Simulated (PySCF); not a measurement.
C₂H₂F₂, SMILES F/C=C\F. Coordinates come from a B3LYP-D3(BJ)/def2-SVP optimisation.

TDDFT-PBE0/def2-SVPD (PySCF) puts the lowest singlet excitations at 6.64, 7.81, 7.82, 8.26, 9.02, 9.28 eV.

What are the lowest excitation roots from ADC(2)/aug-cc-pVDZ (PySCF)? (An estimate is asked for; the answer gives what the named calculation found.)

6.45, 7.14, 7.64, 7.80, 8.17, 8.74 eV. S1 differs by -0.19 eV (second minus first; roots are paired by order, and the bases may differ).
